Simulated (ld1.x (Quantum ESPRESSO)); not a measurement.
# silicon (Si): RRKJ pseudisation with LDA (PZ), fully relativistic reference atom.

silicon, norm-conserving RRKJ (Kleinman–Bylander form), made with ld1.x (Quantum ESPRESSO) 7.5 (LDA (PZ), fully relativistic). Core [Ne], reference 3s2 3p2. Waves: 3s (bound): rc 1.50 bohr; 3p (bound): rc 2.40 bohr. Local part: all-electron potential smoothed inside 1.65 bohr (lloc = -2). Core correction: none. rho0 = 0.01.

Open shells are filled in proportion to 2j + 1 (rel_dist='average').

All-electron outer shells of the reference configuration (LDA (PZ), scalar-relativistic, ld1.x):

```tsv
shell	level (eV)	outermost node (bohr)	outermost maximum (bohr)
2s	-138.73	0.15	0.45
2p	-95.60	–	0.39
3s	-10.88	0.72	1.77
3p	-4.17	0.72	2.14
```

Calculated quality:

- Cutoffs needed: 18 Ry and 40 Ry (the cutoffs (Ry, on a coarse ladder) from which the occupation-weighted sum of valence levels, in a spherical-Bessel basis at the reference potential, stays within 10 and 1 mRy of its value at 400 Ry)
- Ghost test: no extra level below or beside the all-electron valence levels (s, p1/2, p3/2, d, f tested) (spherical-Bessel basis up to 400 Ry, 20 bohr box)
- Largest excitation error: +261 meV (all-electron minus pseudo) for 3s1 3p0, out of 7 test configurations

Generation and tests took about 1 s on one core of a shared server CPU.
